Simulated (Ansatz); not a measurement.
Isomers of TlCl$_{2}$ (doublet), relaxed with r2SCAN-D4/def2-TZVP; total energies from Ansatz at CCSD(T)/def2-TZVPP.

```tsv
isomer	description	energy (Eh)
A	point group C2v; 2 × Cl–Tl 2.74 Å	-1091.35241
B	point group C2v; 2 × Cl–Tl 2.47 Å	-1091.36278
```

In the def2 sets Tl takes a core potential; there is no spin–orbit coupling. Correlated methods freeze 14 core orbitals; core or outer-core shells of Tl are correlated, in sets that lack core-valence functions.

The isomers come from a short search, and lower ones may exist.

Question: Work out the relative energies (1 Eh = 2625.5 kJ/mol) and the Boltzmann populations at 500 K from electronic energies alone (R = 8.314 J/mol/K).

Answer: ΔE: A 27.2, B 0.0 kJ/mol. RT = 4.16 kJ/mol. Factors exp(−ΔE/RT): A 0.00145, B 1; sum 1.001. Populations: A 0.1 %, B 99.9 %. Zero-point energy, vibrational entropy and symmetry numbers are left out and can shift these; an error of 4 kJ/mol changes a ratio by a factor of 2.6. Over the other density-functional and correlated levels in def2 sets, the gap between B and A ranges from 15 to 27 kJ/mol.
